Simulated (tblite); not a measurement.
Species: C6H9N3S.
Structure used (GFN2-xTB), in Å, numbered top down from 1:
```
atom  x, y, z in Å
C1     2.9970   -1.3211   -0.3156
C2     2.5517   -0.0831   -0.4731
N3     1.2315    0.2762   -0.2904
N4     0.8170    1.5218   -0.4551
C5    -0.4767    1.5058   -0.2045
C6    -1.3629    2.6890   -0.2668
C7    -0.8183    0.1668    0.1238
S8    -2.3852   -0.4481    0.5443
C9    -1.9556   -2.1907    0.8043
N10    0.2760   -0.5743    0.0595
H11    2.3296   -2.1152   -0.0323
H12    4.0322   -1.5616   -0.4670
H13    3.1677    0.7571   -0.7557
H14   -2.1542    2.5228   -0.9966
H15   -0.7848    3.5642   -0.5476
H16   -1.8316    2.8545    0.7024
H17   -1.5504   -2.5955   -0.1174
H18   -1.2206   -2.2578    1.5999
H19   -2.8722   -2.7015    1.0806
```

Level: GFN2-xTB in tblite, geometry and Hessian alike; calculated harmonic values, unscaled, isolated species. Against measured fundamentals such values can be off by several per cent, at times by over 20. One conformer, not necessarily the lowest.

Harmonic wavenumbers (cm⁻¹): 51.1, 67.5, 94.5, 108.4, 110.0, 169.9, 180.8, 219.8, 238.0, 322.7, 372.3, 467.4, 514.8, 603.6, 650.8, 656.0, 685.8, 735.0, 784.7, 853.6, 952.9, 958.8, 990.2, 993.2, 1007.4, 1035.5, 1046.4, 1136.9, 1219.3, 1311.1, 1314.9, 1327.2, 1356.3, 1393.3, 1401.1, 1431.4, 1436.7, 1448.7, 1458.0, 1463.3, 1554.1, 1680.0, 3006.7, 3019.8, 3042.2, 3046.8, 3061.8, 3062.2, 3098.9, 3129.9, 3169.6.

A = 1659, B = 924.5, C = 598.1 MHz; mass 155.052 u (most abundant isotopes); point group Cs, symmetry number 1.

Question: What is the zero-point energy?

Answer: ½Σν̃ = 31721 cm⁻¹ = 379.46 kJ/mol.

Question: Entropy at 200 K, 1 bar (ideal gas, RRHO, classical rotation)?

Answer: Translation 163.46, rotation 121.54, vibration 98.11: S = 383.1 J/(mol K).

Question: And Cp and H(200 K) − H(0)?

Answer: Cp = 130.73 J/(mol K), of which vibrations give 97.48 (their classical limit is 51 R = 424.0); H(200 K) − H(0) = 17.22 kJ/mol without the zero-point energy, 10.57 from vibrations.

Question: What must be added to the electronic energy to get the Gibbs energy at 200 K and 1 bar?

Answer: ZPE + [H(200 K) − H(0)] − T·S = 379.46 + 17.22 − 76.62 = 320.06 kJ/mol.

Question: Which modes carry the vibrational entropy at 200 K?

Answer: 51.1 cm⁻¹: 16.68; 67.5 cm⁻¹: 14.40; 94.5 cm⁻¹: 11.68; 108.4 cm⁻¹: 10.59; 110.0 cm⁻¹: 10.47; 169.9 cm⁻¹: 7.14 J/(mol K); the other 45 give 27.13 together.

Hindered rotation and anharmonicity are outside this model. Other conformers, if any are populated, would add a mixing term that is left out.
